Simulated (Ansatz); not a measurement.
`CC(Cl)[SiH2]O` + `N[SiH2]N` → `N[SiH2]N[SiH2]O` + `CCCl`  (ligand exchange at the Si–C bond)

Isolated molecules relaxed with PBE0-D4/def2-TZVP in Ansatz; ΔE leaves out vibrations. CCSD(T)/CBS is the MP2 limit (def2-TZVPP, def2-QZVPP) plus CCSD(T) − MP2 in def2-TZVPP, frozen cores. This one scheme is used for every species. DFT in def2-TZVPP. One conformer a species, not always the lowest.

`CC(Cl)[SiH2]O`:

```xyz
12

C    -1.398    0.661   -0.674
C    -0.577   -0.145    0.306
Cl   -0.841   -1.916    0.043
Si    1.288    0.102    0.160
O     2.100   -0.897    1.178
H    -2.463    0.437   -0.582
H    -1.095    0.461   -1.704
H    -1.257    1.728   -0.477
H    -0.907    0.037    1.331
H     1.647    1.484    0.564
H     1.636   -0.126   -1.269
H     1.868   -1.827    1.123
```

`N[SiH2]N`:

Cartesian coordinates in Å:
```
N -0.720 -0.417 1.199
Si -0.357 0.259 -0.331
N 1.301 -0.004 -0.662
H -0.565 -1.392 1.395
H -1.450 -0.027 1.770
H -0.808 1.676 -0.201
H -1.046 -0.332 -1.515
H 1.624 -0.099 -1.609
H 2.022 0.336 -0.047
```

`N[SiH2]N[SiH2]O`:

Cartesian coordinates in Å:
```
N 2.310 -0.337 -0.749
Si 0.666 -0.096 -1.165
N -0.348 -0.616 0.128
Si -1.730 0.138 0.816
O -1.507 0.664 2.361
H 2.976 -0.595 -1.457
H 2.747 0.147 0.018
H 0.251 1.313 -1.412
H 0.499 -0.876 -2.421
H -0.103 -1.519 0.513
H -2.076 1.265 -0.086
H -2.844 -0.828 0.951
H -0.841 1.339 2.503
```

`CCCl`:

```xyz
8

C     0.394    0.375    0.583
C    -0.466   -0.228   -0.497
Cl    0.327   -1.642   -1.251
H    -0.118    1.236    1.023
H     1.350    0.713    0.179
H     0.592   -0.349    1.375
H    -0.661    0.479   -1.304
H    -1.419   -0.584   -0.107
```

(1) Is it downhill or uphill in electronic energy at CCSD(T)/CBS, and by how much? (An estimate is asked.)

(2) What do these levels give: r2SCAN-D4, PBE0, HF/def2-TZVPP, MP2/def2-TZVPP, CCSD/def2-TZVPP, SCS-MP2/def2-QZVPP? (Best estimate.)

Largest T1 diagnostic among the species: 0.011.

Results:

(1) Ansatz gave: Downhill: ΔE = -18.9 kcal/mol.

(2) The calculation gave: r2SCAN-D4 -18.4, PBE0 -18.4, HF/def2-TZVPP -22.3, MP2/def2-TZVPP -19.3, CCSD/def2-TZVPP -19.8, SCS-MP2/def2-QZVPP -19.8 kcal/mol.

In def2-TZVPP, CCSD(T) changes the Hartree–Fock value by +3.1 kcal/mol (the triples alone add +0.5 kcal/mol) and MP2 by +3.0 kcal/mol. From PBE to PBE0 (25 % exact exchange), in def2-TZVPP and without D4, ΔE moves by −0.9 kcal/mol. The D4 term adds +0.7 kcal/mol with B3LYP and +0.3 kcal/mol with PBE0; it sums over pairs of atoms, weighted by their polarisabilities, and B3LYP, whose exchange is more repulsive, gets the larger term.

B3LYP here is the variant with VWN-RPA as its local correlation; programs differ in this.
